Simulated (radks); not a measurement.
Li I, configuration [He] 2s1. Calculated with a radial shooting solver on a logarithmic mesh with Libxc functionals: Dirac Kohn-Sham, PBE, spin-unpolarised, spherical densities, finite nucleus; Fermi nuclear charge, rms radius 2.444 fm.

X-ray form factor f0, the Fourier transform of the density (f0(0) = 3):

sin(theta)/lambda (1/angstrom)  f0 (electrons)
0.05                                     2.702
0.1                                      2.210
0.15                                     1.900
0.2                                      1.737
0.25                                     1.619
0.3                                      1.504
0.4                                      1.259
0.5                                      1.022
0.6                                      0.815
0.8                                      0.510
1                                        0.321
1.25                                     0.185
1.5                                      0.111
2                                        0.046
